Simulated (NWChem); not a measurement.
## Atomisation of C2H6N

```
N
H 1 1.0159
C 1 1.3871 2 114.59
H 3 1.0928 1 116.50 2 -34.32
H 3 1.0942 4 118.20 1 146.09
C 1 1.4459 2 114.03 3 143.72
H 6 1.1009 1 110.09 2 45.74
H 6 1.1029 7 107.57 1 -119.37
H 6 1.1101 7 108.34 8 -115.73
```
Charge 0, spin multiplicity 2.

The numbers come from NWChem runs, not from measurements. Structure: optimised with UB3LYP/def2-SVP, a minimum by its harmonic frequencies. It is one conformer; others weren't searched.

Basis set: def2-TZVP. The atomisation energy is electronic alone: no zero-point, thermal, spin-orbit or counterpoise terms. No value is extrapolated to the basis-set limit. Free atoms are single determinants with multiplicities C 3, N 4, H 2. Correlated methods freeze the same cores in atoms and molecule, 3 orbitals in all.

B3LYP has NWChem's definition, with VWN1-RPA local correlation. The structure started from a generated list of species. The stability of the SCF solutions was not checked. Open-shell Hartree-Fock references start from PBE0 orbitals.

Order these methods by the atomisation energy they give, lowest first: BP86, r2SCAN, PBE0, LDA (SVWN5), MP2, HF.

HF (554.7 kcal/mol), MP2 (741.8 kcal/mol), r2SCAN (771.2 kcal/mol), PBE0 (774.0 kcal/mol), BP86 (799.1 kcal/mol), LDA (SVWN5) (884.0 kcal/mol)
